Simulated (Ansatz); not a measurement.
Isolated molecules relaxed with PBE0-D4/def2-TZVP in Ansatz; ΔE leaves out vibrations. CCSD(T)/CBS is the MP2 limit (def2-TZVPP, def2-QZVPP) plus CCSD(T) − MP2 in def2-TZVPP, frozen cores. This one scheme is used for every species. For Se outer-core shells are correlated without core-valence functions, which leaves a few kJ/mol of doubt a bond. Scalar relativity is left out up to krypton. One conformer a species, not always the lowest.

`ClB(Cl)B1CN1` + H₂Se → `ClB(Cl)[SeH]` + `B1CN1`  (cleavage of the B–B bond)

```
       species  CCSD(T)/CBS(def2) energy (Eh)
`ClB(Cl)B1CN1`                    -1063.75794
          H₂Se                    -2401.89790
`ClB(Cl)[SeH]`                    -3345.76079
       `B1CN1`                     -119.91915
```

**Question.** Work out ΔE.

**Answer.** ΔE = (-3345.76079) + (-119.91915) − (-1063.75794) − (-2401.89790) = -0.02410 Eh = -63.3 kJ/mol.

Largest T1 diagnostic among the species: 0.014.

At CCSD(T), def2-SVP lies +8.2 kJ/mol from the extrapolated value and def2-TZVPP +4.6 kJ/mol. In def2-TZVPP, CCSD(T) changes the Hartree–Fock value by −3.4 kJ/mol (the triples alone add −1.3 kJ/mol) and MP2 by −13.8 kJ/mol.
